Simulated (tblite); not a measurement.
Species: C6H10N2SSi.
Atom-mapped SMILES: `[CH3:1][c:2]1[cH:3][cH:4][c:5]([NH2:6])[c:7]([S:8][SiH3:9])[n:10]1` (hydrogens: H11, H12, H13 on C1; H14 on C3; H15 on C4; H16, H17 on N6; H18, H19, H20 on Si9)

Computed with GFN2-xTB (tblite), gas phase: L-BFGS steps from a force-field or distance-geometry start until the largest atomic force falls under 0.01 eV/Å.

Geometry at step 8:
```
atom  x, y, z in Å
C1      2.5001   -1.1528    1.1524
C2      1.5057   -0.2618    0.4729
C3      1.5522    1.1200    0.6481
C4      0.6261    1.9099    0.0018
C5     -0.3466    1.3231   -0.8136
N6     -1.3284    2.0678   -1.4047
C7     -0.3160   -0.0774   -0.8900
S8     -1.5372   -0.9196   -1.8816
Si9    -2.6722   -1.9390   -0.3888
N10     0.5744   -0.8265   -0.2826
H11     2.3260   -2.1930    0.8894
H12     3.5134   -0.8679    0.8703
H13     2.4304   -1.0342    2.2333
H14     2.3017    1.5586    1.2902
H15     0.6313    2.9829    0.1286
H16    -1.1496    3.0551   -1.4830
H17    -1.8552    1.6278   -2.1443
H18    -3.7932   -2.4897   -1.1399
H19    -1.8546   -2.9615    0.2401
H20    -3.1135   -0.9112    0.5456
```

**Question.** What forces act on the atoms?

**Answer.** 
| atom | Fx (eV/Å) | Fy (eV/Å) | Fz (eV/Å) |
| --- | --- | --- | --- |
| C1 | 0.037 | 0.013 | 0.034 |
| C2 | 0.036 | 0.005 | 0.060 |
| C3 | 0.007 | -0.072 | 0.000 |
| C4 | -0.031 | 0.026 | -0.012 |
| C5 | -0.003 | -0.036 | 0.087 |
| N6 | -0.038 | 0.039 | 0.023 |
| C7 | -0.006 | 0.019 | 0.051 |
| S8 | 0.023 | 0.072 | -0.312 |
| Si9 | -0.089 | -0.048 | 0.107 |
| N10 | 0.019 | -0.061 | 0.083 |
| H11 | -0.012 | 0.079 | -0.011 |
| H12 | -0.019 | -0.056 | -0.086 |
| H13 | -0.073 | -0.059 | 0.017 |
| H14 | -0.006 | 0.007 | -0.040 |
| H15 | 0.004 | 0.038 | -0.025 |
| H16 | -0.070 | -0.019 | -0.108 |
| H17 | 0.079 | 0.027 | 0.046 |
| H18 | 0.091 | 0.038 | -0.013 |
| H19 | 0.042 | -0.002 | 0.032 |
| H20 | 0.009 | -0.009 | 0.068 |

The largest, 0.32 eV/Å, acts on S8; the rms over all components is 0.063 eV/Å. The forces sum to zero within rounding, as they must for an isolated molecule in no field.

**Question.** Give the force on S8 in Eh/bohr and in nN.

**Answer.** 0.321 eV/Å ÷ 51.422 = 0.00624 Eh/bohr, and 0.321 eV/Å × 1.602 = 0.51 nN.

**Question.** How far is this geometry from the end of the optimisation?

**Answer.** 0.408 eV above it, and 0.954 Å rms away after alignment. The bonds farthest from their final lengths, with half the difference of the two atoms' forces along the bond (positive lengthens):

```json
{"bond": "S8–Si9", "now (Å)": "2.134", "final (Å)": "2.210", "force along bond (eV/Å)": "+0.20"}
{"bond": "C7–S8", "now (Å)": "1.784", "final (Å)": "1.720", "force along bond (eV/Å)": "+0.08"}
{"bond": "Si9–H18", "now (Å)": "1.457", "final (Å)": "1.481", "force along bond (eV/Å)": "-0.05"}
{"bond": "C7–N10", "now (Å)": "1.313", "final (Å)": "1.326", "force along bond (eV/Å)": "+0.04"}
{"bond": "C3–C4", "now (Å)": "1.378", "final (Å)": "1.390", "force along bond (eV/Å)": "+0.04"}
{"bond": "C2–C3", "now (Å)": "1.394", "final (Å)": "1.385", "force along bond (eV/Å)": "-0.04"}
```

The angle farthest from its final value is C7–S8–Si9, 101.6° against 83.8°.

Of the 5 listed bonds off by 0.010 Å or more, this force points towards the final length in 3.

What follows is the cost of the whole relaxation. Time: 2.5 s wall. Hardware: one thread of an Arm Neoverse N1, no GPU, shared host with 64 logical CPUs at a one-minute load of 61.
